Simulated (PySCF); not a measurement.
## The third ionisation energy along the lanthanides

Calculated with PySCF 2.14 from differences of total energies of unrestricted determinants, without spin-orbit coupling. Values in eV. The last column holds reference values (NIST; (s) semi-empirical, (t) theoretical, else measured). Unmarked ones compare directly (S terms, centres of terms, or small fine structure); those marked * lie between the lowest fine-structure levels and include a spin-orbit shift.

| element | configurations | UHF | CCSD (valence) | PBE | PBE0 | r2SCAN | MP2 (valence and next inner shell) | reference |
| --- | --- | --- | --- | --- | --- | --- | --- | --- |
| La (cc-pVDZ-X2C, spin-free X2C) | [Xe] 5d1 → [Xe] | 18.203 | 18.797 | 19.295 | 19.227 | 19.148 | 18.691 | 19.177 * |
| Ce (cc-pVDZ-X2C, spin-free X2C) | [Xe] 4f2 → [Xe] 4f1 | 18.030 | 19.021 | 21.328 | 20.795 | 21.220 | 18.767 | 20.197 (s) * |
| Pr (cc-pVDZ-X2C, spin-free X2C) | [Xe] 4f3 → [Xe] 4f2 | 19.470 | 20.635 | 22.630 | 22.125 | 22.647 | 20.469 | 21.624 * |
| Nd (cc-pVDZ-X2C, spin-free X2C) | [Xe] 4f4 → [Xe] 4f3 | 19.900 | 21.150 | 23.187 | 22.656 | 22.931 | 21.330 | 22.09 ± 0.04 (s) * |
| Pm (cc-pVDZ-X2C, spin-free X2C) | [Xe] 4f5 → [Xe] 4f4 | 20.241 | 21.590 | 23.647 | 23.097 | 23.127 | 22.101 | 22.44 ± 0.08 (s) * |
| Sm (cc-pVDZ-X2C, spin-free X2C) | [Xe] 4f6 → [Xe] 4f5 | 21.402 | 22.966 | 24.613 | 24.100 | 24.143 | 23.486 | 23.55 ± 0.08 (s) * |
| Eu (cc-pVDZ-X2C, spin-free X2C) | [Xe] 4f7 → [Xe] 4f6 | 22.670 | 24.377 | 25.908 | 25.380 | 25.557 | 24.965 | 24.84 ± 0.03 (s) * |
| Gd (cc-pVDZ-X2C, spin-free X2C) | [Xe] 4f7 5d1 → [Xe] 4f7 | 19.578 | 20.007 | 20.448 | 20.427 | 20.462 | 20.074 | 20.54 ± 0.03 (s) * |
| Tb (cc-pVDZ-X2C, spin-free X2C) | [Xe] 4f9 → [Xe] 4f8 | 17.416 | 20.055 | 22.815 | 21.796 | 22.124 | 21.076 | 21.82 ± 0.03 (s) * |
| Dy (cc-pVDZ-X2C, spin-free X2C) | [Xe] 4f10 → [Xe] 4f9 | 18.590 | 21.372 | 23.682 | 22.728 | 23.185 | 22.498 | 22.89 ± 0.03 (s) * |
| Ho (cc-pVDZ-X2C, spin-free X2C) | [Xe] 4f11 → [Xe] 4f10 | 18.572 | 21.453 | 23.736 | 22.768 | 22.946 | 22.944 | 22.79 ± 0.03 (s) * |
| Er (cc-pVDZ-X2C, spin-free X2C) | [Xe] 4f12 → [Xe] 4f11 | 18.495 | n/a | 23.796 | 22.796 | 22.700 | 23.358 | 22.7 ± 0.03 (s) * |
| Tm (cc-pVDZ-X2C, spin-free X2C) | [Xe] 4f13 → [Xe] 4f12 | 19.575 | 22.720 | 24.548 | 23.615 | 23.553 | 24.691 | 23.66 ± 0.03 (s) * |
| Yb (cc-pVDZ-X2C, spin-free X2C) | [Xe] 4f14 → [Xe] 4f13 | 20.816 | 24.074 | 25.785 | 24.840 | 24.946 | 26.192 | 25.053 ± 0.025 (s) * |
| Lu (cc-pVDZ-X2C, spin-free X2C) | [Xe] 4f14 6s1 → [Xe] 4f14 | 19.901 | 20.566 | 21.102 | 20.857 | 20.744 | 20.749 | 20.959 |

For Ce, Pr, Nd, Pm, Sm, Tb, Dy, Ho, Er, Tm a determinant mixes LS terms or the coupling is close to jj, so these rows are model values.

"Valence" correlates the outer s and p shells and, in groups 3 to 12 and the f block, the outer d or f shell, open or full, or the next shell where the ion has no valence electron left; the wider scheme adds the next inner shell.
